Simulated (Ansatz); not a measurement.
A structure relaxed at PBE0-D4/def2-TZVP, charge 0, multiplicity 1:

```tsv
atom	x (Å)	y (Å)	z (Å)
C1	0.682	-1.614	1.417
O2	1.134	-0.451	0.819
Cu3	0.158	0.537	-0.300
N4	-0.780	1.692	-1.516
H5	-0.197	-1.468	2.069
H6	0.410	-2.408	0.699
H7	1.475	-2.035	2.057
H8	-0.783	1.318	-2.459
H9	-1.747	1.818	-1.232
H10	-0.352	2.612	-1.553
```

Question: Give its formula and SMILES.

Answer: CH6CuNO, `C[O][Cu-][NH3+]`.

Question: Summarise the bond lengths by kind.

Answer: 1 × C–O 1.384 Å; 3 × C–H 1.102 to 1.105 Å; 1 × Cu–O 1.784 Å; 1 × Cu–N 1.921 Å; 3 × H–N 1.015 to 1.016 Å.

Computed with Ansatz.
